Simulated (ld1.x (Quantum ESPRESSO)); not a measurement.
**u(r) = r·R(r): atom against pseudo-atom (silicon)**

Columns: radius, all-electron u(r) and pseudo u(r) of the 3s shell (level -11.08 eV) of silicon in the configuration [Ne] 3s1.75 3p2.25; LDA (PZ), scalar-relativistic, PAW scheme, ld1.x (Quantum ESPRESSO) 7.5.

| r (bohr) | all-electron | pseudo |
| --- | --- | --- |
| 0.103 | 0.1198 | 0.0654 |
| 0.205 | -0.1448 | 0.1298 |
| 0.308 | -0.3142 | 0.1940 |
| 0.410 | -0.3425 | 0.2563 |
| 0.513 | -0.2727 | 0.3174 |
| 0.615 | -0.1502 | 0.3758 |
| 0.718 | -0.0050 | 0.4320 |
| 0.820 | 0.1401 | 0.4846 |
| 0.923 | 0.2760 | 0.5339 |
| 1.025 | 0.3942 | 0.5787 |
| 1.128 | 0.4945 | 0.6192 |
| 1.230 | 0.5747 | 0.6541 |
| 1.332 | 0.6369 | 0.6837 |
| 1.435 | 0.6829 | 0.7075 |
| 1.538 | 0.7139 | 0.7249 |
| 1.640 | 0.7319 | 0.7357 |
| 1.743 | 0.7390 | 0.7398 |
| 1.845 | 0.7371 | 0.7371 |
| 1.948 | 0.7275 | 0.7275 |
| 2.050 | 0.7121 | 0.7121 |
| 2.153 | 0.6919 | 0.6919 |
| 2.255 | 0.6683 | 0.6683 |
| 2.358 | 0.6419 | 0.6419 |
| 2.460 | 0.6139 | 0.6139 |
| 2.562 | 0.5848 | 0.5848 |
| 2.665 | 0.5549 | 0.5549 |

Q: How many radial nodes do the two functions have?

A: The all-electron 3s function has n − l − 1 = 2; the pseudo-wave has 0, since the states of the same l below it are removed with the core.

Q: At about which radius was the pseudo-wave matched?

A: 1.90 bohr, where the columns begin to agree (steps of 0.10 bohr).

Q: Where does each function peak?

A: Outermost all-electron maximum near 1.74 bohr, pseudo maximum near 1.74 bohr (to the table’s step).

Q: Is the pseudo-wave norm-conserving?

A: No, it belongs to a PAW set: the norm inside the radius is not constrained, and the difference is carried by the augmentation charge.
